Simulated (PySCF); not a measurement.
**J couplings in C₂H₈B₂N₂**

Geometry (Å), atoms numbered from 1 in this order:
```xyz
14

C     2.776   -0.922   -0.272
C     1.681   -0.432   -0.477
B     0.261    0.183   -0.697
N    -0.921   -0.833   -0.348
B    -1.448    0.254    0.700
N    -0.172    1.188    0.465
H     3.748   -1.349   -0.106
H     0.088    0.687   -1.792
H    -0.607   -1.709    0.062
H    -1.548   -1.044   -1.119
H    -2.464    0.792    0.298
H    -1.509   -0.180    1.835
H    -0.369    2.137    0.162
H     0.482    1.227    1.243
```

Indirect spin–spin couplings were computed at B3LYP/pcJ-1 (spin–dipole term only in couplings to heteroatoms) (PySCF 2.14.0 with density-fitted response routines) on a PBE0-D3(BJ)/def2-SVP structure, for the isolated molecule, without vibrational or relativistic corrections. Couplings are averaged over pairs made equivalent by symmetry, fast rotation or ring inversion, so a value needn't be that of the named pair in this geometry, while other rotamers aren't included; one pair stands for each set, and the list holds a selection of those of at least 1.5 Hz over up to four bonds.

Isotopes: $^{13}$C, $^{1}$H, $^{11}$B, $^{15}$N.

| pair | bonds | J (Hz) |
| --- | --- | --- |
| C1, C2 | 1 | 155.0 |
| C1, H7 | 1 | 257.6 |
| C2, B3 | 1 | ? |
| B3, N4 | 1 | -8.7 |
| B3, H8 | 1 | ? |
| N4, B5 | 1 | -7.6 |
| N4, H9 | 1 | -75.3 |
| N4, H10 | 1 | -76.9 |
| B5, H11 | 1 | 120.9 |
| B5, H12 | 1 | ? |
| C1, B3 | 2 | 18.6 |
| C2, H7 | 2 | 44.2 |
| B3, B5 | 2 | -3.6 |
| B3, H9 | 2 | -3.2 |
| B3, H10 | 2 | -2.6 |
| N4, N6 | 2 | ? |
| B5, H9 | 2 | -2.9 |
| B5, H10 | 2 | -2.5 |
| H11, H12 | 2 | -6.8 |
| C2, H9 | 3 | ? |
| C2, H10 | 3 | ? |
| B3, H7 | 3 | ? |
| H8, H9 | 3 | 6.9 |
| H8, H10 | 3 | 7.3 |
| H9, H11 | 3 | 7.3 |
| H9, H12 | 3 | ? |

**Question.** Estimate the withheld couplings, with signs.

**Answer.** 
- $^{1}J$(C2,B3) = 91.3 Hz (bond length 1.563 Å)
- $^{1}J$(B3,H8) = 120.1 Hz (bond length 1.218 Å)
- $^{1}J$(B5,H12) = 123.7 Hz (bond length 1.217 Å)
- $^{2}J$(N4,N6) = 4.1 Hz (angle at B3 92°)
- $^{3}J$(C2,H9) = 5.5 Hz (dihedral angle 6°)
- $^{3}J$(C2,H10) = 2.9 Hz (dihedral angle 120°)
- $^{3}J$(B3,H7) = 3.8 Hz
- $^{3}J$(H9,H12) = 8.0 Hz (dihedral angle 6°)
